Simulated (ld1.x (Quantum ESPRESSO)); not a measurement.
Reading a pseudo-wave (Ge (Z = 32))

Columns: radius, all-electron u(r) and pseudo u(r) of the 4p shell (level -3.90 eV) of germanium in the configuration [Ar] 3d10 4s2 4p2; PBE, scalar-relativistic, RRKJ scheme, ld1.x (Quantum ESPRESSO) 7.5.

```json
{"r (bohr)": "0.118", "all-electron": "0.1462", "pseudo": "0.0027"}
{"r (bohr)": "0.235", "all-electron": "-0.0187", "pseudo": "0.0109"}
{"r (bohr)": "0.353", "all-electron": "-0.1930", "pseudo": "0.0256"}
{"r (bohr)": "0.470", "all-electron": "-0.2468", "pseudo": "0.0476"}
{"r (bohr)": "0.588", "all-electron": "-0.2043", "pseudo": "0.0782"}
{"r (bohr)": "0.705", "all-electron": "-0.1109", "pseudo": "0.1174"}
{"r (bohr)": "0.822", "all-electron": "0.0012", "pseudo": "0.1650"}
{"r (bohr)": "0.940", "all-electron": "0.1148", "pseudo": "0.2202"}
{"r (bohr)": "1.058", "all-electron": "0.2197", "pseudo": "0.2805"}
{"r (bohr)": "1.175", "all-electron": "0.3110", "pseudo": "0.3423"}
{"r (bohr)": "1.292", "all-electron": "0.3885", "pseudo": "0.4028"}
{"r (bohr)": "1.410", "all-electron": "0.4530", "pseudo": "0.4594"}
{"r (bohr)": "1.528", "all-electron": "0.5049", "pseudo": "0.5086"}
{"r (bohr)": "1.645", "all-electron": "0.5451", "pseudo": "0.5486"}
{"r (bohr)": "1.763", "all-electron": "0.5756", "pseudo": "0.5791"}
{"r (bohr)": "1.880", "all-electron": "0.5970", "pseudo": "0.6001"}
{"r (bohr)": "1.998", "all-electron": "0.6110", "pseudo": "0.6130"}
{"r (bohr)": "2.115", "all-electron": "0.6183", "pseudo": "0.6192"}
{"r (bohr)": "2.232", "all-electron": "0.6200", "pseudo": "0.6202"}
{"r (bohr)": "2.350", "all-electron": "0.6171", "pseudo": "0.6171"}
{"r (bohr)": "2.468", "all-electron": "0.6103", "pseudo": "0.6103"}
{"r (bohr)": "2.585", "all-electron": "0.6003", "pseudo": "0.6003"}
{"r (bohr)": "2.702", "all-electron": "0.5878", "pseudo": "0.5878"}
{"r (bohr)": "2.820", "all-electron": "0.5731", "pseudo": "0.5731"}
{"r (bohr)": "2.938", "all-electron": "0.5569", "pseudo": "0.5569"}
{"r (bohr)": "3.055", "all-electron": "0.5396", "pseudo": "0.5396"}
```

Task: How many radial nodes do the two functions have?

Result: The all-electron 4p function has n − l − 1 = 2; the pseudo-wave has 0, since the states of the same l below it are removed with the core.

Task: At about which radius was the pseudo-wave matched?

Result: 2.35 bohr. The columns agree to 0.0005 from 2.23 bohr on; several derivatives are matched, so the curves merge somewhat inside the radius.

Task: Where does each function peak?

Result: Outermost all-electron maximum near 2.23 bohr, pseudo maximum near 2.23 bohr (to the table’s step).

Task: Is the pseudo-wave norm-conserving?

Result: Yes: the RRKJ scheme keeps the norm inside the radius equal to the all-electron one, which fixes the energy derivative of the logarithmic derivative at the level.
